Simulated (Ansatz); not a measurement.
Consider the ligand exchange at the Si–S bond: `C[SiH2][S][SbH2]` + `OB(O)O` → `C[SiH2]OB(O)O` + `[SH][SbH2]`.

Isolated molecules relaxed with PBE0-D4/def2-TZVP in Ansatz; ΔE leaves out vibrations. CCSD(T)/CBS adds triple-zeta CCSD(T) − MP2 to the extrapolated MP2 energy (def2 sets, frozen cores). This one scheme is used for every species. DFT in def2-TZVPP. def2 core potentials past Kr. For Sb outer-core shells are correlated without core-valence functions, which leaves a few kJ/mol of doubt a bond. One conformer a species, not always the lowest.

| species | B2PLYP energy (Eh) |
| --- | --- |
| `C[SiH2][S][SbH2]` | -969.83516 |
| `OB(O)O` | -252.44593 |
| `C[SiH2]OB(O)O` | -582.36838 |
| `[SH][SbH2]` | -639.92625 |

Task: Work out ΔE.

Result: ΔE = (-582.36838) + (-639.92625) − (-969.83516) − (-252.44593) = -0.01354 Eh = -0.37 eV. CCSD(T)/CBS gives -0.30 eV.

Largest T1 diagnostic among the species: 0.013.

In def2-TZVPP, CCSD(T) changes the Hartree–Fock value by +0.19 eV (the triples alone add +0.04 eV) and MP2 by +0.26 eV. The D4 term adds +0.05 eV with B3LYP and +0.02 eV with PBE0; it sums over pairs of atoms, weighted by their polarisabilities, and B3LYP, whose exchange is more repulsive, gets the larger term.

B3LYP here is the variant with VWN-RPA as its local correlation; programs differ in this.
